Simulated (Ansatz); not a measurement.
Computed with Ansatz on PBE0-D4/def2-TZVP structures; ΔE is electronic, products minus reactants. CCSD(T)/CBS adds triple-zeta CCSD(T) − MP2 to the extrapolated MP2 energy (def2 sets, frozen cores). This one scheme is used for every species. Functionals use def2-TZVPP. HSE06 is defined as in plane-wave codes. One conformer a species, not always the lowest.

`F[Si](F)(F)[Si](F)(F)F` + `N[SiH](O)O` → `O[SiH](O)N[Si](F)(F)F` + `F[SiH](F)F`  (cleavage of the Si–Si bond)

(1) Is it downhill or uphill in electronic energy at CCSD(T)/CBS, and by how much? (Best estimate.)

(2) What do these levels give: PBE-QIDH, PBE0, HSE06, CCSD/def2-SVP, MP2/def2-TZVPP, CCSD/CBS(def2)? (An estimate is asked.)

Largest T1 diagnostic among the species: 0.013.

Answers

(1) Ansatz gave: Downhill: ΔE = -124.0 kJ/mol.

(2) The calculation gave: PBE-QIDH -123.8, PBE0 -108.1, HSE06 -108.2, CCSD/def2-SVP -143.0, MP2/def2-TZVPP -132.0, CCSD/CBS(def2) -126.2 kJ/mol.

At CCSD(T), def2-SVP lies −17.3 kJ/mol from the extrapolated value and def2-TZVPP −2.5 kJ/mol. From BLYP to BHLYP (50 % exact exchange), in def2-TZVPP and without D4, ΔE moves by −26.8 kJ/mol. In def2-TZVPP, CCSD(T) changes the Hartree–Fock value by +13.1 kJ/mol (the triples alone add +2.2 kJ/mol) and MP2 by +7.6 kJ/mol.
